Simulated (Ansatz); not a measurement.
# Worked example: CHBrCl2 + C3H3F3 → C2H4Cl2 + C2BrF3

Gas-phase species: CHBrCl2 `ClC(Cl)Br`, singlet; C3H3F3 `CC(F)=C(F)F`, singlet; C2H4Cl2 (1,1-dichloroethane) `CC(Cl)Cl`, singlet; C2BrF3 (bromotrifluoroethene) `FC(F)=C(F)Br`, singlet. The partners trade Br for CH3; both sit on C, so the bond types are kept.

Shapes, held fixed at every level: PBE0-D4/def2-TZVP. Programs: Ansatz 0.2.0. The zero-point and thermal change to 298 K, harmonic and unscaled (PBE0-D4/def2-TZVP), is +0.9 kJ/mol.

At CCSD(T)/def2-TZVPP; 1 Eh = 2625.50 kJ/mol:

| species | energy (Eh) |
| --- | --- |
| CHBrCl2 | -3530.781167 |
| C3H3F3 | -415.087508 |
| C2H4Cl2 | -997.929613 |
| C2BrF3 | -2947.938563 |

Work out ΔH(298 K) of the reaction at this level.


1. Products less reactants: (-997.929613) + (-2947.938563) − [(-3530.781167) + (-415.087508)] = 0.000499 Eh = +1.3 kJ/mol.
2. With the thermal change: +1.3 + (+0.9) = +2.2 kJ/mol.

Other levels give -1.1 (MP2/def2-SVP) to +4.9 kJ/mol (BHLYP-D4/def2-TZVPP). No measured value is set beside it here. Relativity is left out for Br. Outer-core shells of Br are correlated, in sets that cover them unevenly. The levels disagree on the sign, so it isn't settled. That is about zero within the method's error.
